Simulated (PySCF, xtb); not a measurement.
C₂H₈Ge₂, SMILES [GeH3]/[CH]=[CH]/[GeH3].

Harmonic wavenumbers (cm⁻¹) from xtb with GFN2-xTB at its own minimum, in rising order: 78, 110, 117, 137, 179, 425, 439, 517, 524, 632, 677, 698, 757, 786, 847, 848, 865, 867, 1018, 1151, 1274, 1608, 1987, 1989, 2063, 2069, 2080, 2085, 2993, 2997.

Q: What does PBE-D3(BJ)/def2-SVP in PySCF give at its own minimum? (The exact figures need the calculation; the answer reports its results.)

A: 89, 118, 135, 143, 181, 467, 472, 561, 574, 625, 731, 743, 791, 810, 846, 851, 860, 861, 995, 1132, 1245, 1588, 2068, 2073, 2075, 2076, 2089, 2091, 3050, 3055. Paired by order, the mean absolute difference is 27 cm⁻¹ and the zero-point energies are 46.9 and 47.7 kcal/mol.
